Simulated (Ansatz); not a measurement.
**Energy profile**

The step: GaH₃S ([SH][GaH2]) + AsH₃ → GaAsH₄ ([GaH2][AsH2]) + H₂S (still joined by a long Ga–S bond); bonds formed: S2–H5; dative contacts that become bonds: Ga1–As6; bonds broken: H5–As6; bonds weakened to dative contacts: Ga1–S2 (atoms numbered as in the saddle structure below).

```
9
angstrom
Ga -1.0631 -0.0464 -0.7634
S 1.1858 -0.2980 -1.5464
H -1.7577 -1.4278 -0.9252
H -1.5577 1.4111 -0.9851
H 0.6553 -0.2319 0.1014
As -0.3077 -0.0741 1.7402
H 1.4527 1.0166 -1.4873
H 0.5795 -1.2844 1.9570
H 0.8128 0.9347 1.9088
```

Electronic energies by CCSD(T) at an estimated basis limit (MP2 extrapolated from triple and quadruple zeta, plus CCSD(T) − MP2 in triple zeta), on PBE0-D4/def2-TZVP structures; GaAsH$_{6}$S, singlet; no counterpoise correction. Program: Ansatz 0.2.0. Basis: def2-TZVPP and def2-QZVPP. Cores are frozen in the correlated methods. Filled d shells of the heavier atoms are correlated. The def2 sets are not built for correlating such inner shells, so the correlated values are less sure here. Extrapolation: Hartree–Fock as exp(−7.88 √X), correlation as X^−2.97.

Task: Give the profile in kcal/mol, counted from the separated reactants. (To be estimated.)

Result: The calculation gives:
```json
{"point": "separated: GaH$_{3}$S (linked as [SH][GaH2]; Ga1, S2, H3, H4, H7; singlet) + AsH$_{3}$ (H5, As6, H8, H9; singlet)", "kcal/mol": "0.00"}
{"point": "start structure", "kcal/mol": "-8.98"}
{"point": "saddle", "kcal/mol": "18.33"}
{"point": "end structure", "kcal/mol": "-1.47"}
{"point": "separated: GaAsH$_{4}$ (linked as [GaH2][AsH2]; Ga1, H3, H4, As6, H8, H9; singlet) + H$_{2}$S (S2, H5, H7; singlet)", "kcal/mol": "9.75"}
```

T1 diagnostic: at most 0.014.

For scale, one of the runs: CCSD(T)/def2-TZVPP, 222 basis functions, launched by `ansatz run in.yaml --threads 8 --pin off --events-out ev --progress --plain --max-ram 19148MiB`. The run took 82 s on 8 CPU threads of an Arm Neoverse V1 (shared host), with 3.4 GiB of host memory at its peak.
